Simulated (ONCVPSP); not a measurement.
# Building the ONCV potential for germanium (Ge) (revPBE, scalar-relativistic).

- Element: Ge (Z = 32)
- Generator: ONCVPSP 4.0.1
- Type: optimised norm-conserving Vanderbilt (ONCV)
- Functional: revPBE
- Relativity: scalar-relativistic
- Frozen core: [Ne]
- Valence charge: 22
- Reference configuration: 3s2 3p6 3d10 4s2 4p1.75 (charge +0.25)
- Partial waves: 3s+4s: rc 1.25 bohr, ncon 4, nbas 9, qcut 11.5 1/bohr, 2 projectors; 3p+4p: rc 1.30 bohr, ncon 5, nbas 8, qcut 13.5 1/bohr, 3 projectors, debl 3.3 Ha; 3d: rc 0.88 bohr, ncon 3, nbas 7, qcut 17 1/bohr, local
- Local potential: the d channel
- Core correction: Teter function, fcfact 3.75, rcfact 1.05

Poles of the logarithmic derivatives, all-electron (AE) and pseudo (PS). s: poles at -6.0 (AE) and -6.0 (PS) Ha. p: poles at -4.0 (AE) and -4.0 (PS) Ha. d: poles at 1.3 (AE) and 1.5 (PS) Ha. Test radii: s 1.27, p 1.32, d 0.89 bohr.

- Cutoffs needed: 118 Ha and 130 Ha (the cutoffs (Ha) at which the residual kinetic energy of the hardest occupied pseudo-wave falls to 1 and 0.1 mHa per electron)
- Ghost test: no bound ghost flagged; GHOST(+) flags only above 600 eV
- Largest excitation error: -6.0 meV (all-electron minus pseudo) for 3s2 3p6 3d10 4s1 4p0, out of 4 test configurations
- rms error of d²Exc/dni dnj: 3.05 mHa without and 1.40 mHa with the model core
